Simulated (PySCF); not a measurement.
CrCl₂ (quintet state).
Geometry (PBE0-D3(BJ)/def2-SVP, Å), atoms numbered from 1 in this order:
```xyz
3
CrCl2 angstrom
Cr     0.0002    0.0001    0.0000
Cl    -0.0178   -0.0224    2.1867
Cl     0.0176    0.0223   -2.1867
```

Theory: PBE0-D3(BJ)/def2-SVP geometry optimisation, gas phase (PySCF 2.14.0).

(1) Which atoms are bound to Cr1, and at what distances?

(2) What is the shape at Cr1?

(3) What are the rotational constants (commonest isotopes, rigid rotor)?

Results:

(1) 2 atoms: Cl2 2.187 Å, Cl3 2.187 Å.

(2) Linear: angle 180.0°.

(3) B = 1511 MHz (linear).

Point group: D∞h (every atom within 0.08 Å of its image). Charge 0, quintet. ⟨S²⟩ = 6.066 (exact for a quintet: 6.00). No PBE0-D3(BJ)/def2-SVP frequencies stand behind this structure, so it isn't proved a minimum.

Neither the SCF state along the optimisation nor the shape of the open-shell metal species was proved the lowest: other solutions of the same spin, or a structure of lower symmetry, can lie below.

---

Species: H2Te.
Structure used (PBE0-D3(BJ)/def2-SVP), in Å, numbered top down from 1:
```
atom  x, y, z in Å
Te1    0.0631    0.7051    0.0645
H2    -1.1539   -0.4285    0.0449
H3     1.2021   -0.5072    0.0410
```

Method: PBE0-D3(BJ)/def2-SVP geometry optimisation, gas phase, def2 core potentials past Kr in PySCF.

Which atoms are bound to Te1, and at what distances?

2 atoms: H2 1.663 Å, H3 1.664 Å.

What is the shape at Te1?

Bent: angle 90.2°.

What are the rotational constants (commonest isotopes, rigid rotor)?

A = 184806, B = 180480, C = 91309 MHz: a near-oblate asymmetric top.

Point group: C2v (every atom within 0.08 Å of its image). Charge 0, singlet. No PBE0-D3(BJ)/def2-SVP frequencies stand behind this structure, so it isn't proved a minimum.

On one thread, Arm Neoverse V1 (aarch64), shared host, this took 2.7 s wall and 0.25 GiB of memory at its peak. That covers the optimisation of the geometry.
